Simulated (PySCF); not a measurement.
HIn, charge -1, doublet, at a GFN2-xTB geometry (such geometries of metal compounds can be far from the true shape) (a state made from the parent by changing its charge; the spin is typed, not shown lowest) (core potentials on In) (in this run its highest filled SCF level lies above zero, so its values depend strongly on the basis, on diffuse functions most of all). Base run: HF/def2-SVP in PySCF.

PySCF was given this input:
```python
from pyscf import gto, scf

mol = gto.M(
    atom='''
In   -0.000000   -0.000000   -0.035763
H     0.000000    0.000000    1.752387
''',
    basis='def2-svp',
    ecp={'In': 'def2-svp'},
    charge=-1,
    spin=1,
    verbose=4,
)

mf = scf.UHF(mol)
mf.kernel()
```

Variants of this job, named by their change:

```json
[
 {"change": "base", "ΔE vs base (mEh)": "0.000", "SCF cycles": "12", "<S^2>": "0.761"},
 {"change": "conv_tol = 1e-12", "ΔE vs base (mEh)": "0.000", "SCF cycles": "13", "<S^2>": "0.761"},
 {"change": "conv_tol = 1e-7", "ΔE vs base (mEh)": "0.000", "SCF cycles": "9", "<S^2>": "0.761"},
 {"change": "diis = off (with mf.max_cycle = 100)", "ΔE vs base (mEh)": "0.000", "SCF cycles": "18", "<S^2>": "0.761"},
 {"change": "init_guess = 1e", "ΔE vs base (mEh)": "0.000", "SCF cycles": "11", "<S^2>": "0.761"},
 {"change": "damp = 0.5; diis_start_cycle = 5", "ΔE vs base (mEh)": "0.000", "SCF cycles": "13", "<S^2>": "0.761"},
 {"change": "init_guess = atom", "ΔE vs base (mEh)": "0.000", "SCF cycles": "11", "<S^2>": "0.761"},
 {"change": "diis = off; damp = 0.6 (with mf.diis_start_cycle = 200; with mf.max_cycle = 150)", "ΔE vs base (mEh)": "0.000", "SCF cycles": "38", "<S^2>": "0.761"},
 {"change": "DIIS = ADIIS", "ΔE vs base (mEh)": "0.000", "SCF cycles": "17", "<S^2>": "0.761"},
 {"change": "level_shift = 0.5 (with mf.max_cycle = 100)", "ΔE vs base (mEh)": "0.000", "SCF cycles": "18", "<S^2>": "0.761"},
 {"change": "level_shift = 1.0 (with mf.max_cycle = 100)", "ΔE vs base (mEh)": "0.000", "SCF cycles": "29", "<S^2>": "0.761"},
 {"change": "conv_tol_grad = 1e-7", "ΔE vs base (mEh)": "0.000", "SCF cycles": "14", "<S^2>": "0.761"},
 {"change": "init_guess = huckel", "ΔE vs base (mEh)": "0.000", "SCF cycles": "10", "<S^2>": "0.761"}
]
```

Open shells are given as the SCF converged; they aren't shown to be the lowest states, and a large step between rows can be another state.
